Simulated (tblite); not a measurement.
Compound: C6H16OSSi.
Numbering: `[CH3:1][CH2:2][SiH2:3][C@@H:4]([CH3:5])[CH2:6][S@@:7]([CH3:8])=[O:9]` (hydrogens: H10, H11, H12 on C1; H13, H14 on C2; H15, H16 on Si3; H17 on C4; H18, H19, H20 on C5; H21, H22 on C6; H23, H24, H25 on C8)

The geometry is computed with GFN2-xTB (gas phase).

(1) List the bond lengths, angles and torsions at this level.

Answers

(1) 
| bond | length (Å) |
| --- | --- |
| C1–C2 | 1.526 |
| C2–Si3 | 1.902 |
| Si3–C4 | 1.913 |
| C4–C5 | 1.526 |
| C4–C6 | 1.516 |
| C6–S7 | 1.865 |
| S7–C8 | 1.850 |
| S7=O9 | 1.464 |
| C1–H10, C1–H11, C1–H12 | 1.088 |
| C2–H13 | 1.091 |
| C2–H14 | 1.091 |
| Si3–H15 | 1.471 |
| Si3–H16 | 1.469 |
| C4–H17 | 1.096 |
| C5–H18, C5–H19, C5–H20 | 1.089 |
| C6–H21 | 1.089 |
| C6–H22 | 1.088 |
| C8–H23, C8–H24, C8–H25 | 1.084 |

Bonds in one row agree within 0.01 Å and their mean is given. A selection of angles:
| angle | degrees |
| --- | --- |
| C1–C2–Si3 | 113.5 |
| C2–Si3–C4 | 110.7 |
| Si3–C4–C5 | 112.6 |
| Si3–C4–C6 | 110.7 |
| C5–C4–C6 | 110.1 |
| C4–C6–S7 | 109.2 |
| C6–S7–C8 | 94.8 |
| C6–S7–O9 | 105.4 |
| C8–S7–O9 | 106.3 |

Dihedral angles: C1–C2–Si3–C4 57° (synclinal); C2–Si3–C4–C5 55° (synclinal); Si3–C4–C6–S7 171° (antiperiplanar); C4–C6–S7–C8 -166° (antiperiplanar).

Of the pairs four or more bonds apart, S7···H19 is among the closest relative to their van der Waals radii: 2.67 Å, 89 % of the sum of Bondi's values. S7 (sulfinyl sulfur) is pyramidal (angles 106.3°, 105.4° and 94.8°, sum 306.5°, 0.74 Å off the plane of its three neighbours). Si3 (SiH2 silicon) is tetrahedral (angles from 108.6° to 110.7°).

Point group: C1 (no symmetry element, even within 0.4 Å). Its GFN2-xTB frequencies are all real (lowest 28 cm⁻¹). One conformer, not necessarily the lowest. 3 starts were optimised and ended at 0.00, 0.76 and 2.29 kcal/mol (GFN2-xTB); the lowest of these is shown.
